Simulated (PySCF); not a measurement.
**Spinor energies of La⁺ (lanthanum, charge +1)**

Start: [Xe] 4f1 5d1; 4f7/2 filled at m_j = +7/2; 5d5/2 filled at m_j = +5/2. Calculated with PySCF 2.14 in x2c-TZVPall-2c (11s11p10d2f, 108 functions): generalised Hartree-Fock with the X2C-1e Hamiltonian and a Gaussian nucleus; spin-orbit coupling (SO) screened by Boettger's factors. This is a chosen level, not necessarily the ground level.

| spinor shell | electrons | ε, screened SO (eV) | weight of nominal j (screened SO) | rms radius, screened SO (bohr) |
| --- | --- | --- | --- | --- |
| 1s1/2 | 2 | -39115.4 | 1.000 | 0.0286 |
| 2s1/2 | 2 | -6333.4 | 1.000 | 0.116 |
| 2p1/2 | 2 | -5959.6 | 1.000 | 0.100 |
| 2p3/2 | 4 | -5542.9 | 1.000 | 0.106 |
| 3s1/2 | 2 | -1398.7 | 1.000 | 0.303 |
| 3p1/2 | 2 | -1239.9 | 1.000 | 0.295 |
| 3p3/2 | 4 | -1156.4 | 1.000 | 0.307 |
| 3d3/2 | 4 | -880.90 | 1.000 | 0.279 |
| 3d5/2 | 6 | -863.35 | 1.000 | 0.283 |
| 4s1/2 | 2 | -300.03 | 1.000 | 0.695 |
| 4p1/2 | 2 | -239.04 | 0.998 | 0.721 |
| 4p3/2 | 4 | -221.47 | 0.999 | 0.747 |
| 4d3/2 | 4 | -119.21 | 0.969 | 0.825 |
| 4d5/2 | 6 | -116.64 | 0.979 | 0.835 |
| 5s1/2 | 2 | -49.326 | 0.999 | 1.71 |
| 5p1/2 | 2 | -31.043 | 0.903 | 1.93 |
| 5d5/2 | 1 | -9.868 | 1.000 | 3.28 |
| 4f7/2 | 1 | -5.967 | 1.000 | 1.74 |

(1) Where does 5p3/2 lie, and what is the 5p spin-orbit splitting (screened SO)?

```json
{"quantity": "E (hartree)", "screened SO": "-8490.72755"}
{"quantity": "M_J", "screened SO": "6"}
{"quantity": "⟨J²⟩", "screened SO": "42.039"}
{"quantity": "⟨L²⟩", "screened SO": "30.075"}
{"quantity": "⟨S²⟩", "screened SO": "2.045"}
```

Each row is a mean over spinors that exchange with the open shell spreads, by up to 4.742 eV (4d5/2).

Breit and QED terms are absent; they matter most for the inner s and p1/2 levels.

Densities and radii are taken from the X2C orbitals without a picture-change correction, which distorts them close to the nucleus.

Answers

(1) At -28.645 eV, 2.398 eV above 5p1/2.
